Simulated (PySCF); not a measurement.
**C₆ coefficients of unlike pairs at PBE**

Calculated with PySCF 2.14 from the dipole response of each species, C₆(A,B) = (3/π) ∫ α_A(iu) α_B(iu) du, in atomic units, from isotropic polarisabilities. For ions this is the dispersion term alone; charge-induced terms of lower order in 1/R come first.

```
species           configuration                                                                            basis      relativity  α (bohr³)  C₆ (like pair)
     Os  [Xe] 4f14 5d6 6s2 (5D)             def2-QZVPPD with the def2 core potential (60 electrons) (7s5p4d4f2g)  core potential      54.46           609.3
     W⁺  [Xe] 4f14 5d4 6s1 (6D)  x2c-TZVPPall with one added diffuse shell each of s, p, d, f type (12s8p8d4f1g)   spin-free X2C      35.23           304.0
    Li⁺                1s2 (1S)                                                          aug-cc-pVDZ-DK (4s3p2d)   spin-free X2C    0.07083        0.007876
    Ba⁺           [Xe] 6s1 (2S)                                                   aug-cc-pwCVTZ-X2C (11s10p8d4f)   spin-free X2C      130.7            1422
```

(1) Estimate C₆ for Li⁺ with W⁺.

No spin-orbit coupling is included.

The other pairs:

```
    pair     C₆
 Li⁺, Os  1.611
 Ba⁺, W⁺  596.2
Ba⁺, Li⁺  1.880
 Ba⁺, Os  867.7
  W⁺, Os  429.1
```

Answers

(1) The integral gives 1.206. The combination rule 2 C_A C_B / (C_A α_B/α_A + C_B α_A/α_B) gives 1.058 and the geometric mean 1.547.
